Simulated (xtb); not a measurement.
B(F)(OH)(NH2) (BFH₃NO), SMILES NB(O)F. All values are semi-empirical tight-binding results from xtb (GFN2-xTB unless named), good for trends rather than for accurate numbers. Coordinates come from a GFN2-xTB optimisation. The values are those of a single conformer.

Optimised geometry:

```xyz
7

B     -0.0167     0.0150     0.0000
F      1.2795     0.3998     0.0000
O     -0.9809     0.9565     0.0000
H     -0.6482     1.8532     0.0000
N     -0.3018    -1.3467     0.0000
H     -1.2382    -1.7028     0.0000
H      0.4143    -2.0482     0.0000
```

```yaml
point_group_as_xtb_finds_it: Cs
orbital_gap: 7.58 eV
dipole_moment: 1.15 D
zero_point_energy: 29.0 kcal/mol
G − E(el) at 298.15 K (modified RRHO): 12.3 kcal/mol
static polarisability (D4 model): 32.0 bohr³
solvation energy, GFN2-xTB/ALPB(water): -8.8 kcal/mol
solvation energy, GFN2-xTB/ALPB(acetonitrile): -6.8 kcal/mol
```

Computed IR lines (harmonic; lines under 4 % of the strongest left out, lines within 3 cm⁻¹ merged):
ν (cm⁻¹): 405 (w), 417 (w), 485 (m), 562 (s), 955 (m), 1250 (vs), 1407 (m), 1520 (s), 3647 (w) (against the strongest line: vs over 80 %, s over 45 %, m over 15 %, w over 4 %, vw less)

Computed atomic charges and the Wiberg bond orders between heavy atoms:
charges (e) B1 0.50, F2 -0.34, O3 -0.48, H4 0.32, N5 -0.37, H6 0.18, H7 0.18. Bond orders B1–F2 0.94, B1–O3 1.16, B1–N5 1.27.
